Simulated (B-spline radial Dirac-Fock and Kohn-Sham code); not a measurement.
**Form factor and incoherent scattering function of Se⁺**

System: Se⁺, [Ar] 3d10 4s1 4p4 (an excited configuration).

These are calculated numbers from a B-spline atomic structure program; the model is configuration-average Dirac-Fock orbitals. f₀ is the Fourier transform of the spherical electron density, S the Waller-Hartree incoherent function, and s = sin θ/λ. The electron scattering factor follows from the Mott-Bethe formula f_e = 0.023934 Å⁻¹·(Z − f₀)/s².

| s (Å⁻¹) | f₀ | S | f_e (Å) |
| --- | --- | --- | --- |
| 0 | 33.000 | 0.000 | – |
| 0.05 | 32.419 | 0.795 | 15.139 |
| 0.1 | 30.891 | 2.583 | 7.440 |
| 0.15 | 28.895 | 4.427 | 5.430 |
| 0.2 | 26.853 | 6.000 | 4.276 |
| 0.25 | 24.977 | 7.387 | 3.455 |
| 0.3 | 23.301 | 8.677 | 2.845 |
| 0.35 | 21.781 | 9.893 | 2.387 |
| 0.4 | 20.362 | 11.038 | 2.040 |
| 0.45 | 19.009 | 12.119 | 1.772 |
| 0.5 | 17.710 | 13.147 | 1.560 |
| 0.6 | 15.283 | 15.057 | 1.244 |
| 0.7 | 13.146 | 16.786 | 1.019 |
| 0.8 | 11.357 | 18.339 | 0.847 |
| 0.9 | 9.921 | 19.722 | 0.711 |
| 1 | 8.803 | 20.944 | 0.603 |
| 1.1 | 7.948 | 22.016 | 0.515 |
| 1.2 | 7.297 | 22.951 | 0.444 |
| 1.4 | 6.396 | 24.480 | 0.337 |
| 1.6 | 5.776 | 25.671 | 0.264 |
| 1.8 | 5.262 | 26.634 | 0.212 |
| 2 | 4.782 | 27.438 | 0.175 |
| 2.5 | 3.657 | 28.963 | 0.116 |
| 3 | 2.744 | 29.978 | 0.083 |
| 3.5 | 2.108 | 30.646 | 0.062 |
| 4 | 1.703 | 31.100 | 0.048 |
| 5 | 1.293 | 31.686 | 0.031 |
| 6 | 1.092 | 32.076 | 0.022 |

f₀ starts at the number of electrons, 33, and has fallen to half at s ≈ 0.55 Å⁻¹. The sum of ⟨r²⟩ over the electrons is 32.66 bohr². For an ion f_e diverges as s goes to zero, because of the net charge.
